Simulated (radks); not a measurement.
Problem. Isoelectronic series with 5 electrons, all held in the configuration [He] 2s2 2p1, which need not be the ground one along the series. Method: Dirac Kohn-Sham, PBE, spin-unpolarised, spherical densities, point nucleus; open shells fill j = l - 1/2 first; computed with a radial shooting solver on a logarithmic mesh with Libxc functionals. Total energies (hartree) and mean radii <r> (bohr):

ion,E (hartree),2p1/2,2s1/2,1s1/2
B,-24.60328,2.301,1.952,0.3294
N2+,-52.89395,1.138,1.171,0.2294
F4+,-92.24254,0.7723,0.8387,0.1758
Al8+,-204.19039,0.4734,0.5357,0.1196
P10+,-276.86377,0.3968,0.4536,0.1030
Cl12+,-360.73488,0.3415,0.3933,0.09044
K14+,-455.86292,0.2996,0.3470,0.08057
Sc16+,-562.31562,0.2667,0.3103,0.07261
V18+,-680.16941,0.2403,0.2805,0.06606
Mn20+,-809.50960,0.2185,0.2558,0.06057
Co22+,-950.43077,0.2002,0.2350,0.05589
Cu24+,-1103.03701,0.1847,0.2173,0.05187
Ga26+,-1267.44232,0.1712,0.2019,0.04836
As28+,-1443.77108,0.1596,0.1885,0.04528
Br30+,-1632.15846,0.1493,0.1766,0.04255
Rb32+,-1832.75099,0.1402,0.1661,0.04011
Nb36+,-2271.19790,0.1247,0.1482,0.03594
Rh40+,-2760.53475,0.1120,0.1336,0.03249
Ag42+,-3024.79265,0.1065,0.1272,0.03098

Estimate the row of Tc38+.

Solution. E (hartree) -2509.40763; 2p1/2 0.1181; 2s1/2 0.1406; 1s1/2 0.03414.
